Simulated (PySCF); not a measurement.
**How methods differ on the ionisation energy of Ge**

Ge [Ar] 3d10 4s2 4p2 (3P) → Ge⁺ [Ar] 3d10 4s2 4p1 (2P), as a difference of total energies. Calculation: PySCF 2.14, in aug-cc-pVTZ-PP with ECP10MDF (6s5p4d2f, 55 functions); a scalar-relativistic core potential. Correlated levels: valence: 3s2 3p6 3d10 frozen. The calculations carry no spin-orbit coupling.

| method | ionisation energy (eV) | error (eV) |
| --- | --- | --- |
| UHF | 7.404 | -0.521 |
| MP2 (valence) | 7.759 | -0.166 |
| SCS-MP2 (valence) | 7.681 | -0.244 |
| CCSD (valence) | 7.784 | -0.141 |
| CCSD(T) (valence) | 7.814 | -0.111 |

Reference: 7.925 eV (measured; NIST levels, between the centres of gravity of the two terms).

Errors of the correlated levels include the incompleteness of this basis and the frozen core.
